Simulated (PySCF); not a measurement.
Computed shifts of a molecule C2H9BN2O, PySCF with B3LYP/pcSseg-1, GIAO, gas phase, equivalent atoms averaged, in ppm (number of nuclei): ¹³C: 42.3 (1), 23.7 (1). ¹⁵N: 74.2 (1), 46.4 (1). ¹H: 2.95 (2), 1.90 (1), 1.87 (1), 1.60 (1), 1.30 (1), 1.28 (3). References: ¹³C against TMS (σ = 181.3 ppm); ¹⁵N against NH3 (σ = 265.5 ppm); ¹¹B against BF3 (σ = 86.3 ppm); ¹⁷O against H2O (σ = 333.8 ppm); ¹H against TMS (σ = 31.68 ppm), references at their B3LYP-D3(BJ)/def2-TZVP geometries, non-relativistic. Geometry optimised at PBE0-D3(BJ)/def2-SVP. The values are those of a single conformer.

**Question.** Identify the compound among the candidates.
(A) CCNB(N)O
(B) CCOB(N)N
(C) CNB(O)NC
(D) COCB(N)N

**Answer.** A, CCNB(N)O
